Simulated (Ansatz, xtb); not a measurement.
## Relative energy of two isomers of C2H9ClGeSi

Structure X: `C[Si](C)(Cl)[GeH3]`, a singlet. Structure Y: `C[Si@@H](Cl)[CH2][GeH3]`, a singlet. Both are isolated molecules in the gas phase, relaxed with B3LYP-D3(BJ)/def2-SVP; each stands in its lowest conformer found.

Problem. Which of the two would you expect CCSD(T)/def2-SVP + ΔMP2/def2-TZVPP electronic energies to favour?

Solution. Structure X; the calculation gives E(Y) − E(X) = +4.5 kcal/mol.

Level by level:

```json
{"level": "GFN2-xTB", "geometry": "GFN2-xTB", "E(Y) − E(X) (kcal/mol)": "+5.1", "departure from the last row (kcal/mol)": "+0.6", "job, with rough time for the two": "optimisation, 0.34 s"}
{"level": "HF/STO-3G", "geometry": "GFN2-xTB", "E(Y) − E(X) (kcal/mol)": "+8.4", "departure from the last row (kcal/mol)": "+3.9", "job, with rough time for the two": "single point, 1.4 s"}
{"level": "r2SCAN-D4/def2-SVP", "geometry": "GFN2-xTB", "E(Y) − E(X) (kcal/mol)": "+6.2", "departure from the last row (kcal/mol)": "+1.7", "job, with rough time for the two": "single point, 5.9 s"}
{"level": "B3LYP-D3(BJ)/def2-SVP", "geometry": "B3LYP-D3(BJ)/def2-SVP", "E(Y) − E(X) (kcal/mol)": "+6.6", "departure from the last row (kcal/mol)": "+2.0", "job, with rough time for the two": "optimisation, 81 s"}
{"level": "HF/def2-SVP", "geometry": "B3LYP-D3(BJ)/def2-SVP", "E(Y) − E(X) (kcal/mol)": "+3.8", "departure from the last row (kcal/mol)": "−0.7", "job, with rough time for the two": "part of the CCSD(T) run"}
{"level": "MP2/def2-SVP", "geometry": "B3LYP-D3(BJ)/def2-SVP", "E(Y) − E(X) (kcal/mol)": "+4.1", "departure from the last row (kcal/mol)": "−0.4", "job, with rough time for the two": "part of the CCSD(T) run"}
{"level": "CCSD(T)/def2-SVP", "geometry": "B3LYP-D3(BJ)/def2-SVP", "E(Y) − E(X) (kcal/mol)": "+4.7", "departure from the last row (kcal/mol)": "+0.2", "job, with rough time for the two": "single point"}
{"level": "CCSD(T)/def2-SVP + ΔMP2/def2-TZVPP", "geometry": "B3LYP-D3(BJ)/def2-SVP", "E(Y) − E(X) (kcal/mol)": "+4.5", "departure from the last row (kcal/mol)": "", "job, with rough time for the two": "single point, 94 s"}
```

As drawn, Y has 1 C–Ge, 1 Si–H in place of 1 Ge–Si, 1 C–H.

The levels shown agree on the order. The largest departure from CCSD(T)/def2-SVP + ΔMP2/def2-TZVPP is that of HF/STO-3G, 3.9 kcal/mol. A small imaginary or near-zero mode remains, so no thermal terms are given. The last row adds to CCSD(T) the change of the MP2 difference between the two basis sets, here −0.2 kcal/mol.

The correlated steps freeze 21 core orbitals; the filled d shell of Ge is correlated, in a basis made for valence electrons. Run with Ansatz 0.2.0, xtb 6.7.1; the last row on 2 threads of Intel(R) Xeon(R) Platinum 8259CL CPU @ 2.50GHz (Skylake/Cascade Lake) on a shared host.
